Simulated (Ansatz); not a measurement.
Two structures of BNH$_{6}$O$_{3}$, closed shell, reached by relaxing down either side of one saddle point (PBE0-D4/def2-TZVP). Energies are electronic, without zero-point energy. Computed with Ansatz 0.2.0 (basis: def2-TZVPP and def2-QZVPP); correlated methods freeze the cores. Extrapolation: Hartree–Fock as exp(−7.88 √X), correlation as X^−2.97. First:

B1  (-0.144, 0.402, -0.914)
N2  (1.110, -0.093, -0.424)
O3  (-0.403, 0.280, -2.253)
O4  (-1.096, 0.935, -0.090)
H5  (0.278, -0.986, 1.375)
O6  (-0.142, -0.563, 2.139)
H7  (1.553, 0.374, 0.351)
H8  (1.782, -0.407, -1.105)
H9  (-1.304, 0.540, -2.456)
H10  (-0.921, 0.742, 0.842)
H11  (-0.712, -1.225, 2.535)
(Å)

Second:

```xyz
11
angstrom
B -0.4115 0.0276 0.0010
N 1.3092 -0.0878 -0.0031
O -0.7697 -0.4935 -1.2800
O -0.6374 1.4278 0.1715
H 1.6638 0.0484 0.9369
O -0.7837 -0.7874 1.1136
H 1.6988 0.6227 -0.6125
H 1.5904 -1.0032 -0.3361
H -1.2172 0.1862 -1.7852
H -1.1175 1.5747 0.9872
H -1.3252 -1.5154 0.8065
```

(1) Which bonds change from the first to the second?

(2) Give the saddle point's structure and its height above each. (Judge from chemistry; the value comes from the calculation.)

T1 diagnostic: at most 0.012.

Results:

(1) BNH₄O₂ ([NH2][B]([OH])[OH]) + H₂O → BH₃O₃ ([OH][B]([OH])[OH]) + NH₃ (still joined by a long B–N bond); bonds formed: B1–O6, N2–H5; bonds broken: H5–O6; bonds weakened to dative contacts: B1–N2.

(2) By the calculation: 27.97 kcal/mol above the first and 30.40 kcal/mol above the second (CCSD(T) at an estimated basis limit (MP2 extrapolated from triple and quadruple zeta, plus CCSD(T) − MP2 in triple zeta)).
```xyz
11
angstrom
B -0.2470 0.1856 -0.2443
N 1.2974 -0.0334 -0.0414
O -0.7177 -0.5598 -1.3338
O -0.7652 1.4804 -0.0901
H 0.6625 -0.6736 0.9461
O -0.4861 -0.6630 1.1972
H 1.8387 0.7964 0.1536
H 1.7382 -0.5697 -0.7755
H -1.5473 -0.1949 -1.6467
H -0.8576 1.7339 0.8285
H -0.9159 -1.5021 1.0064
```

The step is the kind of ligand exchange by which a precursor binds to a hydroxyl group, or is hydrolysed, in atomic layer deposition of oxides.

Labels in which every atom is bracketed show which atoms are joined, not bond orders.

For scale, one of the runs: CCSD(T)/def2-TZVPP, 239 basis functions, launched by `ansatz run in.yaml --threads 4 --pin off --events-out ev --progress --plain --max-ram 9574MiB`. Hardware: 4 CPU threads of an Intel Xeon, shared host. Wall time 3.3 min; peak host memory 5 GiB.
